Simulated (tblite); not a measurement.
Species: C₅H₁₄OSi₂.
SMILES with atom numbers: `[CH3:1][CH2:2][Si@@H:3]1[CH2:4][O:5][C@@H:6]([SiH3:7])[CH2:8]1` (hydrogens: H9, H10, H11 on C1; H12, H13 on C2; H14 on Si3; H15, H16 on C4; H17 on C6; H18, H19, H20 on Si7; H21, H22 on C8)

The geometry is computed with GFN2-xTB (gas phase).

(1) What internal coordinates does the optimisation give?

## Answers

(1) 
```json
{"bond": "C1–C2", "length (Å)": "1.525", "order": "single"}
{"bond": "C2–Si3", "length (Å)": "1.903", "order": "single"}
{"bond": "Si3–C4", "length (Å)": "1.917", "order": "single"}
{"bond": "C4–O5", "length (Å)": "1.420", "order": "single"}
{"bond": "O5–C6", "length (Å)": "1.419", "order": "single"}
{"bond": "C6–Si7", "length (Å)": "1.906", "order": "single"}
{"bond": "C6–C8", "length (Å)": "1.538", "order": "single"}
{"bond": "Si3–C8", "length (Å)": "1.910", "order": "single"}
{"bond": "C1–H9, C1–H10, C1–H11", "length (Å)": "1.088", "order": "single"}
{"bond": "C2–H12", "length (Å)": "1.092", "order": "single"}
{"bond": "C2–H13", "length (Å)": "1.091", "order": "single"}
{"bond": "Si3–H14", "length (Å)": "1.470", "order": "single"}
{"bond": "C4–H15", "length (Å)": "1.100", "order": "single"}
{"bond": "C4–H16", "length (Å)": "1.088", "order": "single"}
{"bond": "C6–H17", "length (Å)": "1.104", "order": "single"}
{"bond": "Si7–H18, Si7–H19, Si7–H20", "length (Å)": "1.463", "order": "single"}
{"bond": "C8–H21", "length (Å)": "1.088", "order": "single"}
{"bond": "C8–H22", "length (Å)": "1.090", "order": "single"}
```

Bonds in one row agree within 0.01 Å and their mean is given. Orders are formal, as drawn. A selection of angles:
```json
{"angle": "C1–C2–Si3", "degrees": "112.1"}
{"angle": "C2–Si3–C4", "degrees": "113.9"}
{"angle": "C2–Si3–C8", "degrees": "115.2"}
{"angle": "C4–Si3–C8", "degrees": "91.2"}
{"angle": "Si3–C4–O5", "degrees": "104.4"}
{"angle": "C4–O5–C6", "degrees": "110.9"}
{"angle": "O5–C6–Si7", "degrees": "104.7"}
{"angle": "O5–C6–C8", "degrees": "109.9"}
{"angle": "Si7–C6–C8", "degrees": "114.9"}
{"angle": "Si3–C8–C6", "degrees": "102.7"}
```

Torsions: C1–C2–Si3–C4 177° (antiperiplanar); C2–Si3–C4–O5 -136° (anticlinal); Si3–C4–O5–C6 42° (synclinal); C4–O5–C6–Si7 -176° (antiperiplanar); O5–C6–C8–Si3 33° (synclinal); C2–Si3–C8–C6 109° (anticlinal).

Si3 (SiH silicon) has angles from 91.2° to 115.2°. The 5-membered ring Si3–C4–O5–C6–C8 has internal angles of 91.2° to 110.9° (sum 519°, against 540° for a flat polygon); it is puckered, 0.18 Å rms from its mean plane, widest ring torsion 52°. Si7 (SiH3 silicon) is tetrahedral (angles from 108.0° to 111.2°).

Point group: C1 (no symmetry element, even within 0.4 Å). Its GFN2-xTB frequencies are all real (lowest 43 cm⁻¹). One conformer, not necessarily the lowest. 3 starts were optimised and ended at 0.00, 1.31 and 2.88 kcal/mol (GFN2-xTB); the lowest of these is shown.
